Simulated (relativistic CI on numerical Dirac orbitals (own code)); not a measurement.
# Hyperfine structure of Fe¹⁸⁺, mass number 57

Computed by Dirac-Coulomb-Breit CI, orbitals from a KLI potential per configuration, model QED, unscaled Slater integrals (own radial code, finite nucleus).

Configuration list (outside the closed core 1s2): 2s²2p⁴, 2s2p⁵, 2p⁶, 2p⁵3s, 2p⁵3p, 2p⁵3d, 2s²2p³3s, 2s²2p³3p, 2s²2p³3d, 2s2p⁴3s, 2s2p⁴3p, 2s2p⁴3d, 2s²2p³4s, 2s²2p³4p, 2s²2p³4d, 2s²2p³4f. Levels of other configurations are missing.

Nuclear spin I = 1/2, μ = 0.09064 μN (tables of Stone and Pyykkö). The electronic factors are computed for point nuclear moments, without core polarisation or the Bohr-Weisskopf and QED corrections.

```
        Level   E (eV)  A (MHz)
   2s²2p⁴ ³P2    0.000     4807
   2s²2p⁴ ³P1   11.045   -207.1
   2s²2p⁴ ¹D2   21.200    10150
   2s2p⁵ ³P°2  115.178    24540
   2s2p⁵ ³P°1  122.881    18560
   2s2p⁵ ¹P°1  159.111    21010
2s²2p³3s ⁵S°2  821.130     5989
2s²2p³3s ³S°1  827.765    -3298
```

Levels with J = 0, under 50 % of one LS term, or S terms without an open s electron are left out. Small factors come from cancelling terms and can be off by tens of per cent or more.

At this charge energies of transitions that change n are usually good to better than 1 %, and those within a shell (Δn = 0) to a few per cent.

**Question.** Give the hyperfine levels of 2s²2p⁴ ³P2 relative to its centre of gravity.

**Answer.** With K = F(F + 1) − I(I + 1) − J(J + 1), E = AK/2: F = 3/2: -7210, F = 5/2: 4807 MHz.

LS names give the leading component of a level, which can be under half, so a name can repeat, a term be missing and a line seem to break the LS rules.
